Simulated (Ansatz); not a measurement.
Wavefunction ladder for C₂H₅NSi (`C#CN[SiH3]`)

```csv
atom,x (Å),y (Å),z (Å)
C1,-0.566,-1.925,1.249
C2,-0.651,-0.881,0.658
N3,-0.686,0.277,-0.009
Si4,0.717,1.001,-0.743
H5,-0.504,-2.847,1.773
H6,-1.587,0.724,-0.073
H7,0.225,2.258,-1.358
H8,1.756,1.288,0.277
H9,1.296,0.105,-1.775
```

The species carries charge 0 and has multiplicity 1. All single points use the PBE0-D4/def2-TZVP geometry. Frozen core, restricted reference, Ansatz. CBS rows extrapolate triple and quadruple zeta; past MP2 they add the triple-zeta difference.

| basis | HF (Eh) | MP2 corr. | CCSD corr. | (T) | CCSD(T) total |
| --- | --- | --- | --- | --- | --- |
| def2-SVP | -421.78040 | -0.51505 | ? | -0.01912 | ? |
| def2-TZVPP | ? | -0.63409 | ? | -0.02976 | ? |
| def2-QZVPP | -422.05373 | -0.67782 | – | – | – |
| CBS(def2) | -422.05583 | -0.71022 | ? | as TZ | ? |

**Question.** Fill in the withheld values. (Estimate.)

**Answer.** Computed: def2-SVP CCSD corr.: -0.55473; def2-SVP CCSD(T) total: -422.35425; def2-TZVPP HF (Eh): -422.03851; def2-TZVPP CCSD corr.: -0.66635; def2-TZVPP CCSD(T) total: -422.73462; CBS(def2) CCSD corr.: -0.74248; CBS(def2) CCSD(T) total: -422.82807.
